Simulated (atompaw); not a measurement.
Logarithmic derivatives: thallium, PAW (atompaw)

| Quantity | Value |
| --- | --- |
| Element | thallium (Tl) |
| Generator | atompaw 4.2.0.5 |
| Type | PAW |
| Functional | PBEsol |
| Relativity | scalar-relativistic |
| Frozen core | [Kr] 4d10 4f14 5s2 |
| Valence charge | 19 |
| Reference configuration | 5p6 5d10 6s2 6p0 (charge +1) |
| Partial waves | 6s (bound): rc 2.15 bohr; 6s channel at 0.05 Ry: rc 2.05 bohr; 5p (bound): rc 1.20 bohr; 6p (bound, empty): rc 2.15 bohr; 5d (bound): rc 2.05 bohr; 5d channel at -1.3 Ry: rc 2.15 bohr |
| Local potential | bessel scheme, radius 1.50 bohr |
| Core correction | smooth core density matched at 1.90 bohr |
| Augmentation charge | sinc compensation charge, radius 1.85 bohr; PAW radius 2.15 bohr; waves and projectors: custom polynom2 7 10 vanderbiltortho |

The phase is arctan(r·u′/u) with u = r·R(r), unwrapped; energies in Ry, scanned from -8 to 5 Ry. A pole is an energy at which the radial function vanishes at the test radius. The pseudo phase is shifted by a multiple of π to meet the all-electron one at the reference energy, and phase errors are pseudo minus all-electron; the curves can meet again beyond the range given. Levels narrower than the energy grid can be missing from the lists of poles.

```json
{"channel": "s", "radius (bohr)": "2.16", "reference energy (Ry)": "-1.20", "poles, all-electron": "2.32", "poles, pseudo": "2.17, 3.45", "unbroken range about the reference energy with phases within 0.05 rad": "below 2.6", "phase error 1 Ry above the reference energy (rad)": "-0.000"}
{"channel": "p", "radius (bohr)": "2.16", "reference energy (Ry)": "-0.60", "poles, all-electron": "-6.03, 4.80", "poles, pseudo": "-6.03, 4.71", "unbroken range about the reference energy with phases within 0.05 rad": "the whole range", "phase error 1 Ry above the reference energy (rad)": "-0.002"}
{"channel": "d", "radius (bohr)": "2.16", "reference energy (Ry)": "-1.67", "poles, all-electron": "-1.09", "poles, pseudo": "-1.09", "unbroken range about the reference energy with phases within 0.05 rad": "below 1.8", "phase error 1 Ry above the reference energy (rad)": "+0.000"}
```

Phases in the d channel:

| E (Ry) | all-electron | pseudo |
| --- | --- | --- |
| -8.00 | 1.396 | 1.400 |
| -7.76 | 1.393 | 1.397 |
| -7.52 | 1.389 | 1.393 |
| -7.28 | 1.386 | 1.390 |
| -7.04 | 1.382 | 1.386 |
| -6.80 | 1.378 | 1.381 |
| -6.56 | 1.373 | 1.377 |
| -6.32 | 1.369 | 1.372 |
| -6.08 | 1.363 | 1.367 |
| -5.84 | 1.358 | 1.361 |
| -5.60 | 1.351 | 1.355 |
| -5.36 | 1.345 | 1.348 |
| -5.12 | 1.337 | 1.340 |
| -4.88 | 1.329 | 1.331 |
| -4.64 | 1.319 | 1.321 |
| -4.40 | 1.308 | 1.310 |
| -4.16 | 1.294 | 1.297 |
| -3.92 | 1.279 | 1.281 |
| -3.68 | 1.260 | 1.262 |
| -3.44 | 1.235 | 1.237 |
| -3.20 | 1.203 | 1.205 |
| -2.96 | 1.157 | 1.159 |
| -2.72 | 1.087 | 1.089 |
| -2.48 | 0.964 | 0.965 |
| -2.24 | 0.693 | 0.694 |
| -2.00 | -0.036 | -0.036 |
| -1.76 | -0.963 | -0.962 |
| -1.52 | -1.340 | -1.340 |
| -1.28 | -1.499 | -1.499 |
| -1.04 | -1.587 | -1.587 |
| -0.80 | -1.644 | -1.644 |
| -0.56 | -1.686 | -1.686 |
| -0.32 | -1.721 | -1.721 |
| -0.08 | -1.752 | -1.751 |
| 0.16 | -1.781 | -1.779 |
| 0.40 | -1.810 | -1.807 |
| 0.64 | -1.841 | -1.835 |
| 0.88 | -1.873 | -1.864 |
| 1.12 | -1.910 | -1.896 |
| 1.36 | -1.952 | -1.931 |
| 1.60 | -2.004 | -1.972 |
| 1.84 | -2.067 | -2.019 |
| 2.08 | -2.149 | -2.076 |
| 2.32 | -2.258 | -2.145 |
| 2.56 | -2.409 | -2.231 |
| 2.80 | -2.620 | -2.340 |
| 3.04 | -2.906 | -2.480 |
| 3.28 | -3.249 | -2.659 |
| 3.52 | -3.583 | -2.881 |
| 3.76 | -3.850 | -3.135 |
| 4.00 | -4.044 | -3.393 |
| 4.24 | -4.181 | -3.625 |
| 4.48 | -4.281 | -3.815 |
| 4.72 | -4.356 | -3.964 |
| 4.96 | -4.414 | -4.080 |
